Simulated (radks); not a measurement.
Values are calculated unless marked as measured or tabulated.
Hf XV, 58 electrons, occupied as [Kr] 4d10 4f11 5f1 (not the ground configuration).

Level of theory: scalar-relativistic Kohn-Sham, exchange-only LDA, spin-polarised, spherical densities, finite nucleus; open shells are filled with parallel spins first (spin-orbit coupling, left out, can overturn this in heavy ions); Fermi nuclear charge, rms radius 5.347 fm (a radial shooting solver on a logarithmic mesh with Libxc functionals).

Energy parts (eV):
| part | energy |
|---|---|
| total | -407850.64 |
| kinetic | 446902.26 |
| electron-nucleus | -989022.18 |
| Hartree | 141912.47 |
| exchange | -7643.19 |

Orbitals (lengths in bohr, moments of r in powers of bohr; r(90%) holds 90 % of the orbital's charge):
| orbital | occ. | eigenvalue (eV) | <r^4> | r(90%) |
|---|---|---|---|---|
| 1s down | 1 | -65514.84 | 6.638e-07 | 0.0345 |
| 1s up | 1 | -65514.83 | 6.638e-07 | 0.0345 |
| 2s up | 1 | -11456.03 | 0.0001009 | 0.125 |
| 2s down | 1 | -11455.93 | 0.0001009 | 0.125 |
| 2p up | 3 | -10102.89 | 0.00007820 | 0.117 |
| 2p down | 3 | -10102.82 | 0.00007818 | 0.117 |
| 3s up | 1 | -2841.534 | 0.003742 | 0.306 |
| 3s down | 1 | -2839.322 | 0.003736 | 0.306 |
| 3p up | 3 | -2437.026 | 0.003991 | 0.312 |
| 3p down | 3 | -2434.818 | 0.003982 | 0.312 |
| 3d up | 5 | -1956.489 | 0.003092 | 0.294 |
| 3d down | 5 | -1954.771 | 0.003082 | 0.293 |
| 4s up | 1 | -806.2774 | 0.08590 | 0.667 |
| 4s down | 1 | -802.3583 | 0.08602 | 0.667 |
| 4p up | 3 | -672.1409 | 0.1116 | 0.714 |
| 4p down | 3 | -668.3168 | 0.1117 | 0.714 |
| 4d up | 5 | -498.3012 | 0.1545 | 0.777 |
| 4d down | 5 | -494.5281 | 0.1547 | 0.778 |
| 5s up | 0 | -319.5230 | 1.551 | 1.37 |
| 5s down | 0 | -315.6085 | 1.531 | 1.37 |
| 4f up | 7 | -303.2541 | 0.2757 | 0.902 |
| 4f down | 4 | -299.3094 | 0.2754 | 0.902 |
| 5p up | 0 | -276.7819 | 2.176 | 1.49 |
| 5p down | 0 | -272.5900 | 2.142 | 1.49 |
| 5f up | 1 | -160.2735 | 7.834 | 2.07 |
| 5f down | 0 | -155.2186 | 7.923 | 2.08 |

The highest occupied level is 5f up at -160.27 eV. The configuration is held as typed, so some empty levels lie below it. The density falls to 0.001 e/bohr^3 at r = 2.52 bohr. Spin moment in Bohr magnetons: 4.
